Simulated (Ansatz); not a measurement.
Bond stretch in AlBe (anion, charge -1), lowest singlet found (which spin is the ground state isn't settled by this scan).

Level of theory: full CI/aug-cc-pVDZ, frozen core in Ansatz (a program for electronic structure).

Relative to R = 2.35 Å, what are the energies at R = 1.57, 1.71, 2.19, 2.26 Å?

4.327 eV at 1.57 Å, 2.453 eV at 1.71 Å, 0.106 eV at 2.19 Å, 0.038 eV at 2.26 Å.

The scan ran from 1.57 to 7.37 Å; beyond the distances shown full CI changes its symmetry label. Where the anion isn't bound against loss of the electron, the finite basis alone holds it.
